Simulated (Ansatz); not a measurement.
Cost and result for the atomization energy of `[SiH3]C([SiH3])S` (12 atoms, 11 bonds).

```tsv
atom	x (Å)	y (Å)	z (Å)
Si1	0.688	0.055	-1.504
C2	-0.144	0.659	0.069
Si3	-1.158	-0.611	1.011
S4	1.111	1.380	1.181
H5	-0.315	-0.525	-2.441
H6	1.666	-1.003	-1.137
H7	1.397	1.176	-2.168
H8	-0.800	1.498	-0.191
H9	-1.803	0.023	2.188
H10	-0.244	-1.691	1.469
H11	-2.203	-1.208	0.133
H12	1.805	0.249	1.390
```

Charge 0, multiplicity 1. The geometry is a stationary point of PBE0-D4/def2-TZVP. It is one conformer, not always the lowest. Program: Ansatz. All runs use 4 threads of an Arm Neoverse V1 on a shared host. Times are those of one run each, without the atoms' runs, and a repeat can differ threefold. Electronic energies, without spin–orbit coupling; frozen cores. CCSD(T)/CBS adds CCSD(T) − MP2 in def2-TZVPP to the MP2 limit, and its time is that of the two runs behind it. T1 = 0.012. B3LYP takes the VWN-RPA correlation (the form of Gaussian; ORCA's B3LYP/G).

CCSD(T)/CBS is a level of theory with its own doubt, some kJ/mol a heavy atom from the limit and from the frozen cores, so smaller differences don't rank the functionals.

| level | functions | wall time |
| --- | --- | --- |
| PBE-D4/def2-TZVPP (with forces) | 269 | 3.2 s |
| PBE0-D4/def2-TZVPP | 269 | 4.2 s |
| r2SCAN-D4/def2-TZVPP (with forces) | 269 | 6.5 s |
| B3LYP-D4/def2-TZVPP (with forces) | 269 | 6.5 s |
| B2PLYP/def2-TZVPP | 269 | 7 s |
| ωB97X-V/def2-TZVPP | 269 | 11 s |
| ωB97M-V/def2-TZVPP (with forces) | 269 | 16 s |
| MP2/def2-QZVPP | 507 | 28 s |
| CCSD(T)/def2-TZVPP | 269 | 2.3 min |
| CCSD(T)/CBS(def2) | – | 2.8 min |

Problem. What atomization energy does each give, and how far from CCSD(T)/CBS? (Estimate.)

Solution. Ansatz gave: 
```csv
level,atomization (kJ/mol),difference from CCSD(T)/CBS,per bond
PBE-D4/def2-TZVPP (with forces),3730.4,-20.4,-1.8
PBE0-D4/def2-TZVPP,3714.9,-35.9,-3.3
r2SCAN-D4/def2-TZVPP (with forces),3742.3,-8.5,-0.8
B3LYP-D4/def2-TZVPP (with forces),3738.0,-12.8,-1.2
B2PLYP/def2-TZVPP,3683.3,-67.5,-6.1
ωB97X-V/def2-TZVPP,3774.0,23.2,2.1
ωB97M-V/def2-TZVPP (with forces),3759.1,8.3,0.8
MP2/def2-QZVPP,3702.8,-48.0,-4.4
CCSD(T)/def2-TZVPP,3653.8,-97.0,-8.8
CCSD(T)/CBS(def2),3750.8,0.0,0.0
```

The D4 term adds +50.8 kJ/mol with B3LYP and +26.7 kJ/mol with PBE0; it sums over pairs of atoms, weighted by their polarisabilities, and B3LYP, whose exchange is more repulsive, gets the larger term. From PBE to PBE0 (25 % exact exchange), in def2-TZVPP and without D4, the atomization energy moves by −10.9 kJ/mol: exact exchange takes away binding that semilocal exchange gives to molecules. In def2-TZVPP, CCSD(T) changes the Hartree–Fock value by +848.3 kJ/mol (the triples alone add +41.6 kJ/mol) and MP2 by +839.8 kJ/mol; breaking electron pairs costs correlation energy, which Hartree–Fock lacks.
